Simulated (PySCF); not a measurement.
# A survey of ²⁹Si NMR shifts

All values are calculated (PySCF 2.14.0 with density-fitted response routines): structure optimised with GFN2-xTB, shielding tensors at PBE0/pcSseg-1 (GIAO). One computed conformer, one averaged value for each set of equivalent atoms, in vacuum, non-relativistic.

Shieldings were converted by a linear fit to measured shifts: ²⁹Si (scatter 8.9 ppm rms, 25.8 ppm with the 6 outliers that the fit left out vs TMS, solution or neat liquid). Occasional misses reach two or three times the rms, and more in compound classes unlike the fitted ones.

Give the ²⁹Si shifts of `[SiH3]S[C@H]1CC[SiH2]1`, `CCNC(=S)[C@@H]1CC[SiH2]1`, `C=N[Si@H](C)OCC`, `C=C(C)C1(N[SiH2]S)CC1`, `C=CC[Si@@H](N)OC`, `CC#C[Si@](C)(F)Cl`.

Answers


| compound | environment | δ (ppm) |
| --- | --- | --- |
| [SiH3:1][S:2][C@H:3]1[CH2:4][CH2:5][SiH2:6]1 | Si6: silicon bonded to 2 C, 2 H, in a 4-membered ring | -33.6 |
| [SiH3:1][S:2][C@H:3]1[CH2:4][CH2:5][SiH2:6]1 | Si1: silicon bonded to S, 3 H | -60.8 |
| CCNC(=S)[C@@H]1CC[SiH2]1 | silicon bonded to 2 C, 2 H, in a 4-membered ring | -17.8 |
| C=N[Si@H](C)OCC | silicon bonded to C, N, O, H | -25.8 |
| C=C(C)C1(N[SiH2]S)CC1 | silicon bonded to N, S, 2 H | -37.9 |
| C=CC[Si@@H](N)OC | silicon bonded to C, N, O, H | -21.0 |
| CC#C[Si@](C)(F)Cl | silicon bonded to 2 C, Cl, F | -14.3 |
